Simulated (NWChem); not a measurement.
# C$_{2}$H$_{4}$N$_{2}$Si; SMILES N#C/N=C\[SiH3]

Program: NWChem. Medium grid unless said otherwise, to which SCAN and Minnesota functionals are sensitive. Structure relaxed at the PBE0/def2-SVP level. Total energies of different functionals are on different scales.

```csv
level,energy (Ha),highest occupied level (eV),orbital gap (eV),dipole (D)
PBE/def2-TZVP,-477.2555,-6.78,3.01,4.24
B3LYP/def2-TZVP,-477.6569,-7.90,4.88,4.50
Hartree-Fock/def2-TZVP,-475.9208,-11.38,12.37,5.23
r2SCAN/def2-TZVP,-477.4957,-7.06,3.39,4.42
PBE0/def2-TZVP,-477.2822,-8.13,5.31,4.51
PW6B95/def2-TZVP,-478.1222,-8.23,5.51,4.49
```
